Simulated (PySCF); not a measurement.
**J couplings in [C5H2FO3]-**

Molfile (atoms numbered from 1):
```
C5H2FO3
     RDKit          3D

 11 11  0  0  0  0  0  0  0  0999 V2000
    2.6898    0.9157    0.1365 O   0  0  0  0  0  0  0  0  0  0  0  0
    2.1633   -0.1942    0.0063 C   0  0  0  0  0  0  0  0  0  0  0  0
    2.6587   -1.3143   -0.1100 O   0  0  0  0  0  0  0  0  0  0  0  0
    0.5971   -0.1260   -0.0088 C   0  0  0  0  0  0  0  0  0  0  0  0
   -0.2114    0.9712    0.1041 C   0  0  0  0  0  0  0  0  0  0  0  0
   -1.5538    0.5165    0.0338 C   0  0  0  0  0  0  0  0  0  0  0  0
   -1.4364   -0.8261   -0.1163 C   0  0  0  0  0  0  0  0  0  0  0  0
   -2.3938   -1.7682   -0.2350 F   0  0  0  0  0  0  0  0  0  0  0  0
   -0.1739   -1.2396   -0.1456 O   0  0  0  0  0  0  0  0  0  0  0  0
    0.1250    1.9800    0.2238 H   0  0  0  0  0  0  0  0  0  0  0  0
   -2.4590    1.0877    0.0853 H   0  0  0  0  0  0  0  0  0  0  0  0
  1  2  2  0
  2  3  1  0
  2  4  1  0
  4  5  2  0
  5  6  1  0
  6  7  2  0
  7  8  1  0
  7  9  1  0
  9  4  1  0
  5 10  1  0
  6 11  1  0
M  CHG  1   3  -1
M  END
```

Couplings: B3LYP/pcJ-1 (spin–dipole term only in couplings to heteroatoms) in PySCF 2.14, geometry GFN2-xTB; gas phase, one conformer, non-relativistic. Couplings are averaged over pairs made equivalent by symmetry, fast rotation or ring inversion, so a value needn't be that of the named pair in this geometry, while other rotamers aren't included; one pair stands for each set, and the list holds those of at least 0.8 Hz over up to four bonds, among pairs with at least one H or F atom (others weren't computed). One-bond C–F couplings come out tens of Hz too large with common functionals.

Isotopes: 13C, 19F, 1H, 17O. Couplings to quadrupolar nuclei such as 17O and 33S are rarely resolved in practice.

```tsv
pair	bonds	J (Hz)
C5, H10	1	?
C6, H11	1	?
C7, F8	1	?
C4, H10	2	6.8
C5, H11	2	3.0
C6, F8	2	?
C6, H10	2	6.7
C7, H11	2	5.0
F8, O9	2	-2.9
C2, H10	3	0.8
C4, F8	3	-17.4
C4, H11	3	?
C5, F8	3	-2.3
C7, H10	3	12.4
F8, H11	3	-8.4
O9, H10	3	-1.9
O9, H11	3	-1.3
H10, H11	3	?
C2, F8	4	-1.2
F8, H10	4	4.1
```

Q: Estimate the withheld couplings, with signs.

A: 
- 1J(C5,H10) = 185.6 Hz (bond length 1.070 Å, sp2 carbon)
- 1J(C6,H11) = 176.0 Hz (bond length 1.072 Å, sp2 carbon)
- 1J(C7,F8) = -340.3 Hz (bond length 1.348 Å)
- 2J(C6,F8) = 10.8 Hz (angle at C7 130°)
- 3J(C4,H11) = 6.3 Hz (dihedral angle 180°)
- 3J(H10,H11) = 3.9 Hz (dihedral angle 0°)
